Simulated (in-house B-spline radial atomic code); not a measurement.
# La7+: [Ar] 3d9 4s2 4p6 4d10 5s2 5p2 9s1 (an excited or competing configuration)

Method: Dirac-Hartree-Fock, average of configuration, Fermi nucleus of rms radius 4.855 fm. Calculated with a radial B-spline atomic code at the basis-set limit.

Z_r = [3n² - l(l+1)]/(2<r>); Z_e = n√(-2ε); the last column is Slater's effective charge. Values are occupation-weighted means over j. An effective charge above Z reflects the relativistic contraction of the inner shells.

```tsv
shell	electrons	ε (eV)	<r> (bohr)	Z_r	Z_e	Slater
1s	2	-39317	0.02506	59.85	53.76	56.70
2s	2	-6501.1	0.1068	56.18	43.72	52.85
2p	6	-5848.1	0.09398	53.20	41.46	52.85
3s	2	-1543.2	0.2819	47.88	31.95	45.75
3p	6	-1327.6	0.2797	44.69	29.63	45.75
3d	9	-1019.2	0.2587	40.58	25.97	36.20
4s	2	-418.72	0.6412	37.43	22.19	30.10
4p	6	-344.09	0.676	34.02	20.12	30.10
4d	10	-231.99	0.7318	28.70	16.52	18.85
5s	2	-138.08	1.402	26.75	15.93	13.65
5p	2	-117.57	1.525	23.93	14.70	13.65
9s	1	-18.997	8.635	14.07	10.63	8.00
```

The least bound orbital is 9s1/2 at -19 eV, and it is also the most diffuse (<r> = 8.635 bohr). The part-filled 3d shell lies below the filled 5s shell in orbital energy.

Spin-orbit splittings of the orbital energies (j = l + 1/2 above j = l - 1/2 when positive): 2p 414.8 eV, 3p 83.99 eV, 3d 17.79 eV, 4p 18.73 eV, 4d 3.388 eV, 5p 3.821 eV.

For the 1s electron the small component carries 4.44 % of the norm, the zero-frequency Breit interaction raises the level by 103.7 eV, self-energy by 60.23 eV, and vacuum polarisation lowers it by 8.836 eV.
